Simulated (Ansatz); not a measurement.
`[CH3][Ga]([NH2])[NH2]` + H₂O → `[NH2][Ga]([NH2])[OH]` + CH₄  (formal hydrolysis of a Ga–C bond)

Computed with Ansatz on PBE0-D4/def2-TZVP structures; ΔE is electronic, products minus reactants. CCSD(T)/CBS adds triple-zeta CCSD(T) − MP2 to the extrapolated MP2 energy (def2 sets, frozen cores). This one scheme is used for every species. DFT in def2-TZVPP. HSE06 is defined as in plane-wave codes. For Ga outer-core shells are correlated without core-valence functions, which leaves a few kJ/mol of doubt a bond. Scalar relativity is left out up to krypton. One conformer a species, not always the lowest.

`[CH3][Ga]([NH2])[NH2]`:

Cartesian coordinates in Å:
```
C 0.392 1.340 -1.094
Ga -0.044 -0.135 0.115
N 1.221 -0.939 1.154
N -1.736 -0.792 0.276
H -0.510 1.831 -1.463
H 0.957 0.974 -1.955
H 1.007 2.086 -0.586
H 1.055 -1.772 1.692
H 2.204 -0.759 1.050
H -2.536 -0.350 -0.142
H -2.010 -1.484 0.952
```

H₂O:

```xyz
3

O     0.111    0.362    0.090
H    -0.575    0.099   -0.527
H     0.464   -0.461    0.437
```

`[NH2][Ga]([NH2])[OH]`:

Cartesian coordinates in Å:
```
N -1.341 -0.656 -0.984
Ga 0.083 0.134 -0.185
N 0.551 -0.152 1.551
O 1.027 1.241 -1.224
H -1.685 -0.275 -1.851
H -2.090 -1.050 -0.440
H 1.475 0.076 1.878
H 0.184 -0.943 2.054
H 1.796 1.624 -0.799
```

CH₄:

```xyz
5

C     0.000    0.000    0.000
H    -0.925   -0.510    0.268
H     0.800   -0.731   -0.108
H     0.262    0.712    0.782
H    -0.137    0.530   -0.942
```

(1) Is it downhill or uphill in electronic energy at CCSD(T)/CBS, and by how much? (Best estimate.)

(2) What do these levels give: HSE06-D4, r2SCAN, BHLYP, CCSD(T)/def2-SVP, SCS-MP2/def2-TZVPP, MP2/def2-QZVPP? (Best estimate.)

Largest T1 diagnostic among the species: 0.013.

Answers

(1) Computed: Downhill: ΔE = -61.0 kJ/mol.

(2) Ansatz gave: HSE06-D4 -61.3, r2SCAN -70.0, BHLYP -73.2, CCSD(T)/def2-SVP -80.8, SCS-MP2/def2-TZVPP -71.8, MP2/def2-QZVPP -64.1 kJ/mol.

At CCSD(T), def2-SVP lies −19.8 kJ/mol from the extrapolated value and def2-TZVPP −5.8 kJ/mol. In def2-TZVPP, CCSD(T) changes the Hartree–Fock value by +13.9 kJ/mol (the triples alone add +0.6 kJ/mol) and MP2 by +13.3 kJ/mol.
